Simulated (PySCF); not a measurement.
A side-by-side comparison of computed properties.

First species: C₄H₅N₃.
Bonds: C1–N2 (double), N2–C3, C3–N4 (aromatic), N4–C5 (aromatic), C5–C6 (aromatic), C6–N7 (aromatic), C3–N7 (aromatic). Hydrogens: H8, H9 on C1; H10 on C5; H11 on C6; H12 on N7.

Second species: C7H5ClO2.
InChI=1S/C7H5ClO2/c1-2-5-3-4-6(10-5)7(8)9/h2-4H,1H2

Levels: PBE0/pcSseg-1 for dipole moment, HOMO energy, LUMO energy and HOMO–LUMO gap; GFN2-xTB for rotational constant A and rotational constant C. Geometries: GFN2-xTB. Each species is one conformer at its optimised geometry, gas phase, non-relativistic unless stated; the electronic structure was computed with PySCF and density fitting.

Dipoles, sizes and rotational constants follow the conformer. The torsions of the flexible species, by atom-mapped SMILES:
- `[CH2:1]=[N:2][c:3]1[n:4][cH:5][cH:6][nH:7]1`: C1–N2–C3–N4 0°
- `[CH2:1]=[CH:2][c:3]1[cH:4][cH:5][c:6]([C:7](=[O:8])[Cl:9])[o:10]1`: C1–C2–C3–C4 180°, C5–C6–C7–O8 0°

```json
{"property": "dipole moment", "column X": "4.89 D", "column Y": "2.01 D"}
{"property": "HOMO energy", "column X": "-7.00 eV", "column Y": "-6.45 eV"}
{"property": "LUMO energy", "column X": "-2.45 eV", "column Y": "-1.22 eV"}
{"property": "HOMO–LUMO gap", "column X": "4.55 eV", "column Y": "5.23 eV"}
{"property": "rotational constant A", "column X": "2.083 GHz", "column Y": "8.364 GHz"}
{"property": "rotational constant C", "column X": "0.577 GHz", "column Y": "1.771 GHz"}
```

Problem. Which column belongs to which species?

Solution. Column X is the second species and column Y the first. The first has 12 atoms and 50 electrons, the second 15 and 80.

Problem. How does each property change from the first species to the second?

Solution. dipole moment +2.88 D; HOMO energy -0.55 eV; LUMO energy -1.23 eV; HOMO–LUMO gap -0.68 eV; rotational constant A -6.281 GHz; rotational constant C -1.194 GHz.

On the first: The dipole matches unit charges of opposite sign 0.42 Å apart (1 e·Å = 4.8032 D).

On the second: The dipole matches unit charges of opposite sign 1.02 Å apart (1 e·Å = 4.8032 D). A dipole of 4.89 D is allowed in Cs, and pure rotational transitions are dipole-allowed.
